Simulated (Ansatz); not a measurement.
`[CH3][SnH2][SiH3]` + H₂ → `[SiH3][SnH3]` + CH₄  (hydrogenolysis of the Sn–C bond)

Calculated with Ansatz (gas phase, PBE0-D4/def2-TZVP geometries, no zero-point term in ΔE). CBS: MP2 limit from def2 TZ/QZ plus the TZ coupled-cluster correction, frozen cores. This one scheme is used for every species. DFT in def2-TZVPP. Elements past krypton have def2 core potentials. For Sn outer-core shells are correlated without core-valence functions, which leaves a few kJ/mol of doubt a bond.

`[CH3][SnH2][SiH3]`:

Z-matrix (Å, degrees):
```
C
Sn 1 2.145
H 1 1.090 2 109.9
H 1 1.090 2 109.8 3 -120.0
H 1 1.090 2 109.9 3 120.0
Si 2 2.564 1 110.9 3 -60.2
H 2 1.713 1 109.0 3 178.4
H 2 1.713 1 109.0 3 61.2
H 6 1.487 2 111.1 1 179.8
H 6 1.488 2 110.2 1 59.5
H 6 1.488 2 110.2 1 -59.9
```

H₂:

```xyz
2

H    -0.012   -0.290   -0.235
H     0.012    0.290    0.235
```

`[SiH3][SnH3]`:

```xyz
8

Si    0.439   -1.231   -0.140
Sn   -0.416    1.166    0.134
H    -0.703   -2.164   -0.330
H     1.200   -1.646    1.068
H     1.334   -1.324   -1.324
H    -1.281    1.661   -1.253
H     0.884    2.250    0.364
H    -1.457    1.288    1.482
```

CH₄:

```xyz
5

C     0.000    0.000    0.000
H     0.489   -0.810    0.541
H    -0.044    0.885    0.634
H    -1.011   -0.303   -0.271
H     0.566    0.227   -0.903
```

CCSD(T)/CBS gives -0.40 eV.

(1) Another level gave -0.50 eV. Which?
A. PBE/def2-TZVPP
B. BHLYP/def2-TZVPP
C. BLYP/def2-TZVPP
D. RPA@PBE/def2-TZVPP

Largest T1 diagnostic among the species: 0.013.

Answers

(1) A. PBE -0.50, BHLYP -0.62, BLYP -0.55, RPA@PBE/def2-TZVPP -0.44 eV.

Leaving LDA and LC-ωPBE aside and taking each functional with its dispersion term where it has one, the values, not all of them listed here, spread over 0.20 eV, from B97M-V to revPBE-D4. In def2-TZVPP, CCSD(T) changes the Hartree–Fock value by +0.26 eV (the triples alone add +0.05 eV) and MP2 by +0.34 eV. At CCSD(T), def2-SVP lies −0.21 eV from the extrapolated value and def2-TZVPP −0.05 eV.
